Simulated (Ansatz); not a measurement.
Ansatz (a program for electronic structure) input:

Ansatz 0.2 input:
```yaml
crystal:
  periodic: [false, false, false]
  atoms:
    - {symbol: Hf, position_ang: [-0.00000000, -0.00000000, -0.20809134]}
    - {symbol: F, position_ang: [0.00000000, 0.00000000, 1.66473072]}
basis:
  gaussian:
    orbitals: def2-TZVPD
hamiltonian:
  xc: {name: BHLYP}
total_charge: 1
magnetization: {spin_polarized: true, initial_magnetization: 2}
```

**Question.** Which total energy does the run end on?

**Answer.** -147.47889 Eh (BHLYP/def2-TZVPD). The basis has 83 functions.

This state (charge 1, triplet) is run at the relaxed geometry of the species with charge 0 and multiplicity 2.
